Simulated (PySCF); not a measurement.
A calculated (M06, PySCF 2.14, aug-cc-pCVTZ-DK, the spin-free X2C one-electron Hamiltonian (Gaussian nucleus)) atom or ion has these occupied shells.

| shell | electrons | orbital energy (eV) | rms radius, mean of both spins (bohr) |
| --- | --- | --- | --- |
| 1s α | 1 | -1541.9 | 0.139 |
| 1s β | 1 | -1541.7 | 0.139 |
| 2s α | 1 | -125.55 | 0.681 |
| 2s β | 1 | -125.29 | 0.681 |
| 2p α | 3 | -84.713 | 0.676 |
| 2p β | 3 | -84.451 | 0.676 |
| 3s α | 1 | -17.322 | 2.48 |
| 3p α | 1 | -11.149 | 3.02 |

(1) Name the element and its charge.

Answers

(1) Al+ (aluminium, charge +1), in [Ne] 3s1 3p1, high-spin 3P determinant (an excited configuration).
